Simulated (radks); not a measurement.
Values are calculated unless marked as measured or tabulated.
Q: These are the eigenvalues of the occupied orbitals of an atom or ion with whole-number occupations (eV). Code: a radial shooting solver on a logarithmic mesh with Libxc functionals. Model: scalar-relativistic Kohn-Sham, LDA (Slater exchange, VWN5 correlation), spin-polarised, spherical densities, finite nucleus; Fermi nuclear charge, rms radius of each element as measured or else 0.836 A^(1/3) + 0.57 fm.

| orbital | eigenvalue |
|---|---|
| 1s up | -5032.899 |
| 1s down | -5031.781 |
| 2s up | -704.7092 |
| 2s down | -703.5500 |
| 2p up | -614.4885 |
| 2p down | -613.0848 |
| 3s up | -206.1442 |
| 3s down | -201.3949 |
| 3p up | -180.7088 |

Which element is it, and in what charge state? The configuration may be excited. Open shells, if any, are filled with parallel spins first.

A: Z = 22, titanium, charge +8: Ti8+ in [Ne] 3s2 3p2. The list shows which subshells hold electrons but not how many an open one holds; the 1s level, -184.96 hartree, gives Z - s = 19.2 by -(Z - s)^2/2, which with screening and relativity narrows Z to a few neighbours, and the depths of the outer levels then fix element, charge and occupations together.
